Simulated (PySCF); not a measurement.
Input for PySCF: R-HF/STO-3G on C5H8 (SMILES C=CC(=C)C), a point of a torsion scan.

```python
from pyscf import gto, scf, dft, mp
from pyscf.data.elements import chemcore

mol = gto.M(
    atom='''
    C     1.11383141    1.58685466   -0.58368357
    C     0.30699274    1.03463875    0.31424753
    C    -0.31720135   -0.28502796    0.23953091
    C    -0.15027083   -1.13125675   -0.77417454
    C    -1.18453866   -0.63524053    1.41423428
    H     1.39611841    1.08790856   -1.49463224
    H     1.52596216    2.57074199   -0.43738694
    H     0.06524224    1.59517953    1.20947691
    H     0.46611824   -0.90007312   -1.62447855
    H    -0.63067004   -2.09475479   -0.78677334
    H    -1.61895061   -1.62494244    1.30090699
    H    -1.99075725    0.09099231    1.51577875
    H    -0.59922347   -0.61337049    2.33328305
    ''',
    basis='sto-3g',
    charge=0, spin=0, verbose=3, max_memory=1800)
mf = scf.RHF(mol)
mf.conv_tol = 1e-8
mf.max_cycle = 100
mf.kernel()
if not mf.converged:
    mf = mf.newton().run(mf.mo_coeff, mf.mo_occ)
```

Output:

```
converged SCF energy = -191.599622447162
```

The calculation finished and met its thresholds.

Cost: around 0.13 core-seconds (rough).
